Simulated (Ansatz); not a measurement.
C$_{2}$H$_{8}$B$_{2}$OSi (`BC1([SiH2]C)BO1`). The species carries charge 0 and has multiplicity 1. The geometry is a stationary point of PBE0-D4/def2-TZVP. It is one conformer, not always the lowest.

```xyz
14

B     0.281    1.781    0.705
C     0.315    0.823   -0.453
Si    0.463   -1.048   -0.358
C    -0.437   -1.681    1.149
B    -0.447    1.338   -1.705
O     0.857    1.394   -1.806
H    -0.206    1.416    1.736
H     0.684    2.902    0.594
H     1.903   -1.419   -0.318
H    -0.117   -1.632   -1.601
H    -1.486   -1.376    1.136
H     0.017   -1.296    2.065
H    -0.400   -2.772    1.181
H    -1.426    1.570   -2.326
```

What is the dipole moment at B3LYP/def2-TZVPP? (Estimate.)

Ansatz gave: 1.91 D, with components (-1.62, -0.85, 0.56) D in this frame, pointing from negative to positive charge.

And with PBE, r2SCAN, ωB97M-V? (Best estimate.)

Ansatz gave: PBE 1.80 D, r2SCAN 1.87 D, ωB97M-V 1.91 D.

Give the Mulliken charges with B3LYP, r2SCAN, PBE in def2-TZVPP. (Best estimate.)

Ansatz gave: 
```csv
atom,B3LYP,r2SCAN,PBE
B1,-0.18,-0.11,-0.17
C2,0.11,0.08,0.16
Si3,0.32,0.31,0.23
C4,-0.39,-0.30,-0.37
B5,0.04,0.10,0.01
O6,-0.22,-0.23,-0.15
H7,0.03,0.00,0.02
H8,0.05,0.02,0.03
H9,-0.07,-0.07,-0.06
H10,-0.08,-0.09,-0.07
H11,0.11,0.08,0.11
H12,0.11,0.08,0.11
H13,0.11,0.08,0.11
H14,0.07,0.04,0.04
```

B3LYP here is the variant with VWN-RPA as its local correlation; programs differ in this.
